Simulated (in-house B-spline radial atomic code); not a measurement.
Configurations of neutral antimony, with energies counted from [Kr] 4d10 5s2 5p3. Level of theory: scalar-relativistic (X2C) RPBE, spin-polarised, spherical fractional occupations, Fermi nucleus of rms radius 4.6802 fm; calculated with an all-electron radial atomic-structure program (B-spline basis). Shells without spins written out take the highest spin.

Occupations are held fixed; configurations that lie above the ionisation limit could autoionise.

```
                                           configuration  E - E(ref) (eV)  highest orbital  its <r> (bohr)
                          [Kr] 4d10 5s2 5p(1 up, 2 down)           1.3629            5p up           2.957
                                   [Kr] 4d10 5s2 5p2 6p1           6.6086            6p up           8.798
                                   [Kr] 4d10 5s1 5p3 6f1           14.727            6f up           39.81
              [Kr] 4d(4 up, 5 down) 5s2 5p(3 up, 1 down)           31.873          5p down           2.752
[Ar] 3d10 4s2 4p(2 up, 3 down) 4d10 5s2 5p(1 up, 3 down)           100.93            5p up           2.763
                      [Ar] 3d10 4s2 4p5 4d10 5s2 5p3 6s1           105.81            6s up           6.352
                       [Ar] 3d9 4s2 4p6 4d10 5s2 5p3 5d1           533.44            5d up           6.765
```

(1) Order these further configurations by energy, lowest first.
A. [Kr] 4d9 5s2 5p3 5d1
B. [Kr] 4d9 5s2 5p3 6d1
C. [Kr] 4d10 5s2 5p2 6f1
D. [Kr] 4d10 5s(0 up, 1 down) 5p(1 up, 3 down)
E. [Ar] 3d9 4s2 4p6 4d10 4f1 5s2 5p3

(2) How far above the reference does [Kr] 4d9 5s2 5p3 6f1 lie?

(3) How far above the reference does [Kr] 4d9 5s2 5p3 6s1 lie?

(4) How far above the reference does [Ar] 3d(4 up, 5 down) 4s2 4p6 4d10 5s2 5p(3 up, 1 down) lie?

## Answers

(1) D (8.0184 eV), C (8.4166 eV), A (37.778 eV), B (38.684 eV), E (534.72 eV).

(2) 39.514 eV; its least bound orbital is 6f up with <r> = 39.79 bohr.

(3) 36.51 eV; its least bound orbital is 6s up with <r> = 6.359 bohr.

(4) 527.3 eV; its least bound orbital is 5p down with <r> = 2.737 bohr.
